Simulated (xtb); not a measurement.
Al(F)(Me)(NHMe) (C2H7AlFN), SMILES [Al]([NH]C)([CH3])[F]. All values are semi-empirical tight-binding results from xtb (GFN2-xTB unless named), good for trends rather than for accurate numbers. Coordinates come from a GFN2-xTB optimisation. One conformer was computed; it need not be the lowest.

For metal compounds this method's bond lengths and energies can be far off.

```yaml
orbital_gap: 3.65 eV
zero_point_energy: 55.9 kcal/mol
G − E(el) at 298.15 K (modified RRHO): 35.1 kcal/mol
```
